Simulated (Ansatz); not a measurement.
C2H5AsO2 (`CC(=O)O[AsH2]`): the same geometry under several functionals.

```yaml
crystal:
  periodic: [false, false, false]
  atoms:
    - {symbol: C, position_ang: [-0.365320, -1.650087, 0.351861]}
    - {symbol: C, position_ang: [-0.236320, -0.327519, -0.338467]}
    - {symbol: O, position_ang: [-0.349616, -0.151249, -1.527865]}
    - {symbol: O, position_ang: [0.029718, 0.666462, 0.502459]}
    - {symbol: As, position_ang: [0.053609, 2.307251, -0.360851]}
    - {symbol: H, position_ang: [-1.168002, -1.602126, 1.090032]}
    - {symbol: H, position_ang: [0.557173, -1.876670, 0.889452]}
    - {symbol: H, position_ang: [-0.573607, -2.427062, -0.379214]}
    - {symbol: H, position_ang: [0.753563, 2.911826, 0.855856]}
    - {symbol: H, position_ang: [1.381800, 2.097973, -1.080360]}
basis:
  gaussian: {orbitals: def2-TZVPP}
hamiltonian: {xc: pbe0, dispersion: d4}
output: {orbitals: {seedname: orbitals}}
```

```sh
$ ansatz run in.yaml --threads 4 --pin off --events-out ev --progress --plain --max-ram 10444MiB
```

It prints (some lines left out):

```
Functional definition: PBE0
1380 factors; their error is unknown
mean field evaluation 1: about -67072.0716 eV, gradient 6.4e1 eV
mean field evaluation 2: about -67063.2493 eV, gradient 9.1e1 eV
mean field evaluation 4: about -67079.2386 eV, gradient 6.6e0 eV
mean field evaluation 8: about -67079.3199 eV, gradient 2.2e-1 eV
mean field evaluation 16: about -67079.5749 eV, gradient 2.4e-4 eV
mean field -67079.57487319 eV, -2465.1289084209 hartree, gradient 5.9e-5 eV, S^2 0.000000; 0 other end points of the search recorded, 0 dependent functions left out
reference -67079.57490342 eV, -2465.1289095316 hartree; 33, 33 occupied and 209, 209 virtual orbitals, 1380 factors
Total energy: -67079.74874910 eV, -2465.1352982428 hartree
```

It took 3.8 s on 4 threads of an Arm Neoverse V1 on a shared host, with 0.63 GiB of host memory at the peak.

Changing it to `hamiltonian: {xc: pbe, dispersion: d4}` and forces (abridged; 2.5 s):

```
Functional definition: PBE
mean field evaluation 16: about -67077.7647 eV, gradient 4.6e-4 eV
mean field -67077.76474337 eV, -2465.0623873768 hartree, gradient 1.5e-5 eV, S^2 0.000000
Total energy: -67077.97181846 eV, -2465.0699972462 hartree
Atom 0 force     0.000060    -0.045525     0.053722 eV/Å
Atom 1 force    -0.013213    -0.388041     0.490594 eV/Å
Atom 2 force    -0.130625     0.123993    -1.278403 eV/Å
Atom 3 force     0.170264     0.034412     0.903688 eV/Å
Atom 4 force    -0.371642     0.485797    -0.413922 eV/Å
Atom 5 force    -0.153402    -0.021756     0.157642 eV/Å
Atom 6 force     0.170525    -0.073335     0.120183 eV/Å
Atom 7 force    -0.040440    -0.158356    -0.134077 eV/Å
Atom 8 force     0.135461     0.062723     0.202224 eV/Å
Atom 9 force     0.233012    -0.019913    -0.101652 eV/Å
Dipole moment:     0.081591    -0.002992     0.329278 e Å
```

Changing it to `hamiltonian: {xc: {name: B2PLYP}}` (abridged; 8.5 s):

```
Functional definition: B2PLYP
mean field evaluation 16: about -67069.7655 eV, gradient 4.8e-4 eV
mean field -67069.76552452 eV, -2464.7684215064 hartree, gradient 2.1e-6 eV, S^2 0.000000
13 core orbitals not correlated: weight in the atoms' cores, before any rotation towards them, 1.000 or more for the frozen orbitals, at most 0.000 for the correlated occupied ones
second order -35.20086009 eV of doubles, -0.00000000 eV of singles
Total energy: -67079.26993071 eV, -2465.1177019913 hartree
```

Changing it to `hamiltonian: {xc: {name: BLYP}, dispersion: d4}` (abridged; 2.1 s):

```
Functional definition: BLYP
mean field evaluation 16: about -67093.7281 eV, gradient 3.4e-4 eV
mean field -67093.72808626 eV, -2465.6490294077 hartree, gradient 7.4e-5 eV, S^2 0.000000
Total energy: -67094.19179842 eV, -2465.6660705154 hartree
```

Changing it to `hamiltonian: {xc: {name: wB97M-V}}` and forces (abridged; 15 s):

```
Functional definition: wB97M-V
mean field evaluation 16: about -67088.3172 eV, gradient 7.3e-4 eV
mean field -67088.31716823 eV, -2465.4501818377 hartree, gradient 7.1e-5 eV, S^2 0.000000
Total energy: -67088.31721447 eV, -2465.4501835372 hartree
Atom 0 force    -0.021767    -0.205424     0.101874 eV/Å
Atom 1 force    -0.023198    -0.150516    -0.000422 eV/Å
Atom 2 force    -0.005860     0.045942    -0.133722 eV/Å
Atom 3 force     0.045273     0.176225     0.087110 eV/Å
Atom 4 force     0.175959     0.086025     0.053711 eV/Å
Atom 5 force     0.062701     0.001822    -0.069069 eV/Å
Atom 6 force    -0.071889     0.026872    -0.053219 eV/Å
Atom 7 force     0.015592     0.059748     0.058240 eV/Å
Atom 8 force    -0.062345    -0.045751    -0.105016 eV/Å
Atom 9 force    -0.114465     0.005056     0.060513 eV/Å
Dipole moment:     0.086990     0.035580     0.337359 e Å
```

With the line `hamiltonian: {xc: {name: B97M-V}}` (abridged; 11 s):

```
Functional definition: B97M-V
mean field evaluation 16: about -67081.6170 eV, gradient 2.7e-3 eV
mean field -67081.61704386 eV, -2465.2039568086 hartree, gradient 2.2e-5 eV, S^2 0.000000
Total energy: -67081.61710107 eV, -2465.2039589112 hartree
```
